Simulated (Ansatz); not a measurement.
CH$_{3}$BF$_{2}$GeO (`FB(F)[CH]1[O][GeH2]1`). Total charge 0; spin multiplicity 1. The geometry is a stationary point of PBE0-D4/def2-TZVP. It is one conformer, not always the lowest.

```xyz
9

F    -2.400    0.951   -0.260
B    -1.286    0.710    0.413
F    -0.903    1.618    1.293
C    -0.450   -0.551    0.123
O     0.626   -0.909    1.007
Ge    1.337   -0.239   -0.517
H    -0.952   -1.399   -0.347
H     2.012   -1.291   -1.388
H     2.016    1.110   -0.324
```

What is the dipole moment at PBE/def2-TZVPP? (Best estimate.)

Computed: 2.86 D, with components (1.68, -0.52, -2.25) D in this frame, pointing from negative to positive charge.

And with r2SCAN, B3LYP, ωB97M-V? (Best estimate.)

Ansatz gave: r2SCAN 2.94 D, B3LYP 3.08 D, ωB97M-V 3.14 D.

Give the Mulliken charges with PBE, r2SCAN, B3LYP in def2-TZVPP. (Estimate.)

The calculation gave: 
```json
{"atom": "F1", "PBE": "-0.21", "r2SCAN": "-0.27", "B3LYP": "-0.25"}
{"atom": "B2", "PBE": "0.38", "r2SCAN": "0.50", "B3LYP": "0.44"}
{"atom": "F3", "PBE": "-0.20", "r2SCAN": "-0.25", "B3LYP": "-0.24"}
{"atom": "C4", "PBE": "-0.05", "r2SCAN": "0.00", "B3LYP": "-0.01"}
{"atom": "O5", "PBE": "-0.34", "r2SCAN": "-0.41", "B3LYP": "-0.41"}
{"atom": "Ge6", "PBE": "0.26", "r2SCAN": "0.29", "B3LYP": "0.29"}
{"atom": "H7", "PBE": "0.10", "r2SCAN": "0.08", "B3LYP": "0.11"}
{"atom": "H8", "PBE": "0.03", "r2SCAN": "0.03", "B3LYP": "0.04"}
{"atom": "H9", "PBE": "0.03", "r2SCAN": "0.03", "B3LYP": "0.03"}
```

B3LYP here is the variant with VWN-RPA as its local correlation; programs differ in this.
